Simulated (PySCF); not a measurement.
Predicted microwave data (PBE0-D3(BJ)/def2-SVP geometry optimisation, gas phase in PySCF) for one isomer of C4H8Si:

- Rotational constants: A = 7692, B = 2714, C = 2399 MHz
- Dipole components: |μa| = 0.55 D, |μb| = 0.16 D, |μc| = 0.01 D
- Inertial defect: -41.26 u·Å²
- κ: -0.88

Problem. Which structure is it? (One computed conformer of each.)
A. `[CH2:1]=[CH:2][SiH:3]1[CH2:4][CH2:5]1` with C1–C2–Si3–C4 -27°
B. `C1=CC[SiH2]C1`
C. `CC#CC[SiH3]`

Solution. A. It is C=C[SiH]1CC1, an asymmetric top. The candidates at the same level (rigid rotor, commonest isotopes):

```json
{"SMILES": "C1=CC[SiH2]C1", "A (MHz)": "5927", "B (MHz)": "4511", "C (MHz)": "2730", "μa (D)": "0.35", "μb (D)": "0.00", "μc (D)": "0.00", "Δ (u·Å²)": "-12.16", "point group": "C2v", "rotor": "asymmetric top"}
{"SMILES": "CC#CC[SiH3]", "A (MHz)": "12444", "B (MHz)": "1503", "C (MHz)": "1387", "μa (D)": "0.46", "μb (D)": "0.26", "μc (D)": "0.00", "Δ (u·Å²)": "-12.32", "point group": "–", "rotor": "near-prolate asymmetric top"}
{"SMILES": "C=C[SiH]1CC1", "A (MHz)": "7692", "B (MHz)": "2714", "C (MHz)": "2399", "μa (D)": "0.55", "μb (D)": "0.16", "μc (D)": "0.01", "Δ (u·Å²)": "-41.26", "point group": "–", "rotor": "asymmetric top"}
```

`CC#CC[SiH3]` has A 62 % too high; `C1=CC[SiH2]C1` has B 66 % too high. No structure here is proved a minimum.
